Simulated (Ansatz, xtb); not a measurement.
# Isomers of CH6GeO2Si in order of energy

3 gas-phase structures of CH6GeO2Si, from a drawn sample of its isomers (lower ones may exist). Each was relaxed with GFN2-xTB; where two conformers were screened, the lower at r2SCAN-D4/def2-SVP//GFN2-xTB is listed:

A. `O=[CH][Ge@@H]([OH])[SiH3]`, a singlet
B. `O=C[SiH2][GeH2][OH]`, a singlet
C. `O=[CH][GeH2][SiH2]O`, a singlet

**Question.** Estimate their order in r2SCAN-D4/def2-SVP//GFN2-xTB energy at these geometries, lowest first.

**Answer.** Calculated order at r2SCAN-D4/def2-SVP//GFN2-xTB: C (0.0), A (14.0), B (14.4) kcal/mol. Less than 1 kcal/mol parts A and B, so the order within that pair means little.

Energies above the lowest of each column, in kcal/mol; the last columns are at r2SCAN-D4/def2-SVP geometries:

| structure | GFN2-xTB | HF/STO-3G | r2SCAN-D4/def2-SVP//GFN2-xTB | r2SCAN-D4/def2-SVP | CCSD(T)/def2-SVP + ΔMP2/def2-TZVPP |
| --- | --- | --- | --- | --- | --- |
| C | 0.0 | 0.4 | 0.0 | 0.0 | 0.0 |
| A | 14.6 | 3.7 | 14.0 | 14.8 | 15.3 |
| B | 17.6 | 0.0 | 14.4 | 13.9 | 15.5 |

CCSD(T)/def2-SVP + ΔMP2/def2-TZVPP puts C lowest; HF/STO-3G picks B. Some further structures that were screened fall inside this span and aren't listed. Flexible structures stand in one conformer each, not always the lowest. The ΔMP2 step shifts differences by up to 3.1 kcal/mol, which makes them less sure. ΔMP2 is the change of the MP2 energy from the smaller to the larger basis.

Programs: Ansatz 0.2.0, xtb 6.7.1.
